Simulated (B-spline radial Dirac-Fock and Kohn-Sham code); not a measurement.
## Total and shell-resolved photoionisation of Cu⁸⁺

System: Cu⁸⁺, configuration [Ar] 3d3.

Input of the calculation (task.json; shells as n, l, electrons):

```json
{"items": [{
  "Z": 29,
  "q": 8,
  "cfg": [[1, 0, 2], [2, 0, 2], [2, 1, 6], [3, 0, 2], [3, 1, 6], [3, 2, 3]],
  "A": 63,
  "rrms": 3.8823,
  "do": ["binding", "quiet", "photo"],
  "hv": [200, 461.0, 800, 1000, 1253.6, 1310.0, 3740.0, 3980.0, 4000, 6000, 8047.8, 8140.0, 22800.0, 59318.2, 65800.0, 91500.0]
}]}
```

Run with: `python xray_run.py task.json out`

The computed values come from a radial finite-basis atomic code: the independent-particle Dirac-Slater model, thresholds from Dirac-Fock.

Computed thresholds (eV): K 9200.8, L1 1326.0, L2 1178.1, L3 1158.0, M1 320.8, M2 270.3, M3 267.1, M4 195.9, M5 195.4.

| photon energy (eV) | total (b) | K (%) | L (%) | M (%) |
| --- | --- | --- | --- | --- |
| 200 | 1.780e+06 | – | – | 100.0 |
| 461 | 809200 | – | – | 100.0 |
| 800 | 255900 | – | – | 100.0 |
| 1000 | 156400 | – | – | 100.0 |
| 1253.6 | 649000 | – | 85.6 | 14.4 |
| 1310 | 578900 | – | 85.4 | 14.6 |
| 3740 | 44920 | – | 86.4 | 13.6 |
| 3980 | 37960 | – | 86.3 | 13.7 |
| 4000 | 37440 | – | 86.3 | 13.7 |
| 6000 | 12270 | – | 86.0 | 14.0 |
| 8047.8 | 5406 | – | 85.8 | 14.2 |
| 8140 | 5236 | – | 85.8 | 14.2 |
| 22800 | 2440 | 88.8 | 9.5 | 1.6 |
| 59318.2 | 148.6 | 89.4 | 9.0 | 1.6 |
| 65800 | 108.8 | 89.4 | 9.0 | 1.5 |
| 91500 | 39.99 | 89.5 | 9.0 | 1.5 |

Q: With what power of the photon energy does the total fall between 65800 and 91500 eV?

A: As E^-3.03. The non-relativistic Born limit for an s electron far above threshold is E^-3.5; near threshold and at relativistic energies the fall is slower.
